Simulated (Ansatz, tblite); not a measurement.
Cost and result up the ladder for `c1cc2c1cc1ccc3cc4ccc2c1c34` (24 atoms). The state is a singlet with charge 0. Geometry: r2SCAN-D4/def2-SVP.

Ansatz on 6 threads of Intel Xeon on a shared host; xTB runs through tblite on one thread. Times are rough, summed over both states, and most runs start from the orbitals of an earlier one. PBE0-D4/def2-SVP serves as the yardstick here, not as an exact answer. The other state is a doublet.

The xTB rows come from tblite.

Raw xTB energies of ions are shifted by several eV.

```
           level  functions  wall time  vertical IE (eV)  difference from PBE0-D4/def2-SVP (eV)
        GFN2-xTB         72     0.16 s             11.65                                   5.11
        GFN1-xTB         80     0.19 s             12.47                                   5.93
 PBE-D4/def2-SVP        264       24 s              6.56                                   0.03
PBE0-D4/def2-SVP        264       66 s              6.54                                   0.00
```
